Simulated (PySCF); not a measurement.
# CuN⁻: energy against distance

Set-up: PySCF, no relativity, basis sets Cu def2-TZVPPD, N def2-TZVPPD. Energies in eV from Cu⁻ (3d10 4s2) + N in their ground configurations at the same level. State: ⁴Σ⁻ (quartet), unpaired electrons σ ↑, π ↑↑.

```
R (Å)   M06-L
1.592  -1.205
1.666  -1.528
1.740  -1.689
1.796  -1.738
1.851  -1.743
1.907  -1.716
1.981  -1.649
2.073  -1.535
2.184  -1.381
2.332  -1.177
```

**Question.** Put a parabola through the three lowest points of the M06-L curve and estimate Re, k and ωe (reduced mass 11.45 u; 1 eV/Å² = 0.16022 mdyn/Å; ωe = 1302.8·√(k/μ) cm⁻¹).

**Answer.** Through R = 1.796, 1.851, 1.907 Å the second-order coefficient is 5.16 eV/Å², so Re ≈ 1.832 Å, k ≈ 1.65 mdyn/Å and ωe ≈ 495 cm⁻¹. A polynomial fit of higher order to the unrounded M06-L energies gives Re = 1.830 Å, k = 1.82 mdyn/Å, ωe = 519 cm⁻¹; anharmonicity and rounding make the difference.

The higher-order fit for each curve: M06-L: Re = 1.830 Å, ωe = 519 cm⁻¹, De = 1.74 eV.

For an ion De counts to the pair picked by the measured ionisation energies or electron affinities, which need not be the lowest pair at this level. The highest Kohn–Sham level is positive in this anion. Much of that is self-interaction error, but it also means that the finite basis helps to hold the extra electron. With d or f electrons several states lie close, and the lowest PBE0 determinant need not be the measured ground state.
